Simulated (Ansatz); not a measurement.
GaSi4, relaxed as a doublet with UKS B3LYP-D4/def2-SVP in Ansatz, starting from the GFN1-xTB geometry. Force threshold 0.02 eV/Å.

The relaxation made no stability test and no search for a lower SCF solution. Another isomer (doublet) lies 2.06 eV lower at PBE0-D4/def2-TZVP; other spin states weren't run for this one.

Start:

Cartesian coordinates in Å:
```
Ga -0.001 0.001 0.008
Si 0.411 2.450 0.463
Si -0.439 -2.231 1.104
Si -1.134 1.965 -1.099
Si 1.162 -2.185 -0.475
```

**Question.** Estimate the energy that the relaxation releases and the steps that it takes.

**Answer.** 0.08 eV, in 3 steps; 7 s on 4 threads of Arm Neoverse V2 on a shared host. No frequencies were taken in this run, so the end may be a saddle point.

**Question.** Does the start keep its bonding and symmetry?

**Answer.** By distances, no bond broke or formed. The bond that changes most is Ga1–Si2, from 2.52 to 2.45 Å (atoms count from 1). Point group D2d at the start, D2d at the end, both within 0.05 Å; within 0.015 Å the end is D2.

**Question.** Predict the relaxed structure.

**Answer.** 
Cartesian coordinates in Å:
```
Ga -0.0005 0.0009 0.0064
Si 0.4077 2.3702 0.4602
Si -0.4355 -2.1552 1.0788
Si -1.1068 1.8956 -1.0739
Si 1.1351 -2.1114 -0.4715
```
Bond lengths: 4 × Ga–Si 2.45 Å; 2 × Si–Si 2.21 Å.
